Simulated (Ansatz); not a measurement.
Basis-set extrapolation for CH6BNO (PBE0-D4/def2-TZVP geometry, frozen core, the Gaussian-basis code of Ansatz). Multiplicity 1, RHF reference.

```
                      def2-TZVPP   def2-QZVPP
                 HF  -195.481495  -195.491232
    MP2 correlation    -0.730806    -0.783463
CCSD(T) correlation    -0.789918      not run
```

Energies in hartree. Use E(X) = E(∞) + A·exp(−7.88·√X) for Hartree–Fock and E(X) = E(∞) + B·X^(−2.97) for correlation, with X = 3 and 4, and add CCSD(T) minus MP2 of the smaller set to the MP2 limit.

Problem. What is the CCSD(T) energy at the basis-set limit?

Solution. HF limit: -195.491232 + (-0.009737) × 0.13774 = -195.49257. MP2 limit: -0.783463 + (-0.052657) × 0.74074 = -0.82247. Higher-order term: -0.789918 − (-0.730806) = -0.05911. Total: -196.37415 hartree, 64.5 kcal/mol below CCSD(T)/def2-TZVPP.
